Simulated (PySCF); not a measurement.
CH4CdS2. Atoms are numbered in the order given.

```xyz
8

Cd    -0.1465     0.1720     0.2181
S     -2.2139     0.5092     1.3123
H     -2.6492     1.3736     0.3505
S      1.9322    -0.1568    -0.8487
C      1.5889    -1.5976    -1.9469
H      1.3111    -2.5046    -1.3768
H      2.5369    -1.8024    -2.4816
H      0.8087    -1.3763    -2.6999
```
Charge 0, spin multiplicity 1.

Geometry optimised at PBE-D3(BJ)/def2-SVP. The structure was generated by enumeration; whether it is a known compound was not checked. The def2 effective core potentials stand for the cores of Cd; spin–orbit coupling is left out. Other conformers were not sampled.

The numbers are results of B3LYP/def2-TZVP (PySCF), not measurements.

ESP charges are fitted to the potential on shells at 1.4 to 2.0 van der Waals radii. Atomic charges (e):

```tsv
atom	ESP fit	Mulliken	Löwdin
Cd1	0.57	0.57	0.35
S2	-0.42	-0.44	-0.21
H3	0.13	0.14	0.04
S4	-0.37	-0.33	0.05
C5	-0.29	-0.33	-0.55
H6	0.11	0.13	0.11
H7	0.17	0.14	0.11
H8	0.09	0.13	0.11
```
